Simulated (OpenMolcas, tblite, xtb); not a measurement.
**SiCNClF2 (SMILES N#C[Si](F)(F)Cl): methods side by side**

The species is SiCNClF2 (6 atoms), meant as a singlet with charge 0. As SMILES, `N#C[Si](F)(F)Cl`. The shape is that of a PBE0-D4/def2-TZVP optimisation.

Each level gives the vertical ionisation energy (to the doublet cation) (eV). The values are calculated.

| level | kind | program | value (eV) | CPU time (all runs) |
| --- | --- | --- | --- | --- |
| GFN1-xTB | semi-empirical | xtb | 16.05 | under 2 s |
| GFN2-xTB | semi-empirical | xtb | 15.81 | under 2 s |
| IPEA1-xTB | semi-empirical | tblite | 16.23 | under 2 s |
| HF/cc-pVDZ | Hartree–Fock | OpenMolcas | 12.60 | 44 s |
| revPBE/cc-pVDZ | GGA | OpenMolcas | 12.22 | 3.3 min |
| M06-L/cc-pVDZ | meta-GGA | OpenMolcas | 12.60 | 4.5 min |
| TPSS/cc-pVDZ | meta-GGA | OpenMolcas | 12.32 | 4.8 min |
| r2SCAN/cc-pVDZ | meta-GGA | OpenMolcas | 12.52 | 4 min |
| B3LYP/cc-pVDZ | global hybrid | OpenMolcas | 12.61 | 3 min |
| PBE0/cc-pVDZ | global hybrid | OpenMolcas | 12.74 | 2.4 min |

The values span 12.22 to 16.23 eV. The xTB values lack the empirical shift that such differences need. CPU times are rough (shared hosts, several kinds of processor): they show what a rung costs within a factor of a few.
